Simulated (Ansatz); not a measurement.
System: GeClF, charge 0, singlet. GeClF (SMILES [F][Ge][Cl]).
B3LYP-D3(BJ)/def2-TZVP minimum from Ansatz (a program for electronic structure):
```
Ge
F 1 1.7616
Cl 1 2.2028 2 98.70
```
Charge 0, spin multiplicity 1.

Property: atomisation energy (electronic, to ground-state atoms), in kcal/mol. Open shells are spin-unrestricted; no spin-orbit coupling. Correlated methods leave the cores frozen (noble-gas shells, and filled d and f shells in the p block). No relativity. CBS(X,Y): correlation extrapolated as X^-3, Hartree-Fock from the larger set. A bracket is a step between two methods taken in the basis named.

CCSD(T)/CBS(def2-TZVPP,def2-QZVPP) + [CCSDT(Q) - CCSD(T)]/def2-TZVPP (Ansatz) gives 226.1 kcal/mol.

**Question.** What does PBE/def2-TZVPD (Ansatz) give here, and how do the other levels compare?

**Answer.** PBE gives 233.3 kcal/mol, 7.2 kcal/mol above it. Differences of the others: PBE0/def2-TZVPD (Ansatz) -4.8; CCSD(T)/CBS(def2-TZVPP,def2-QZVPP) (Ansatz) -0.2 kcal/mol.
